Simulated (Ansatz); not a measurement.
`C[NH][Hf]([F])([F])[F]` + HI → `[F][Hf]([F])([F])[I]` + CH₃NH₂ at 700 K and 1 bar (ligand exchange at the Hf–N bond).

Computed with Ansatz on PBE0-D4/def2-TZVP structures; ΔE is electronic, products minus reactants. CCSD(T)/CBS adds triple-zeta CCSD(T) − MP2 to the extrapolated MP2 energy (def2 sets, frozen cores). Elements past krypton have def2 core potentials. For Hf, I outer-core shells are correlated without core-valence functions, which leaves a few kJ/mol of doubt a bond. One conformer a species, not always the lowest.

```tsv
species	CCSD(T)/CBS energy (Eh)	H − E (kJ/mol)	S (J/(mol·K))
`C[NH][Hf]([F])([F])[F]`	-442.72332	242.3	536.3
HI	-298.03592	34.6	231.7
`[F][Hf]([F])([F])[I]`	-645.03670	78.6	456.4
CH₃NH₂	-95.75281	207.6	296.6
```

H − E and S are ideal-gas, rigid-rotor, harmonic terms from PBE0-D4/def2-TZVP, for one conformer and one mirror image of each species. 1 Eh = 2625.50 kJ/mol, R = 8.31446 J/(mol·K).

Problem. By hand: ΔE, ΔH, ΔS and ΔG.

Solution. ΔE = (-645.03670) + (-95.75281) − (-442.72332) − (-298.03592) = -0.03027 Eh = -79.5 kJ/mol. Δ(H − E) = 78.6 + 207.6 − 242.3 − 34.6 = 9.3, so ΔH = -70.2 kJ/mol. ΔS = 456.4 + 296.6 − 536.3 − 231.7 = -15.0 J/(mol·K). ΔG = -70.2 − 700 × (-15.0)/1000 = -59.7 kJ/mol.

Problem. By hand: the equilibrium constant, and the temperature at which ΔG would vanish if ΔH and ΔS stayed fixed.

Solution. log₁₀ K = −ΔG/(RT ln 10) = 4.5. ΔG = 0 at ΔH/ΔS = 4680 K, far beyond where these terms or the molecules hold.

ΔH outweighs TΔS. A doubt of 5 kJ/mol in ΔE shifts log₁₀ K by 0.4 here. Other conformers and mirror images would add mixing entropy, several J/(mol·K) or more a flexible species. Modes under 60 cm⁻¹, often nearly free rotors, make the harmonic entropy too high. These are equilibria of isolated gas molecules and say nothing of rates. Largest T1 diagnostic: 0.015 (customary marks: 0.02 for closed shells, 0.045 for open ones).
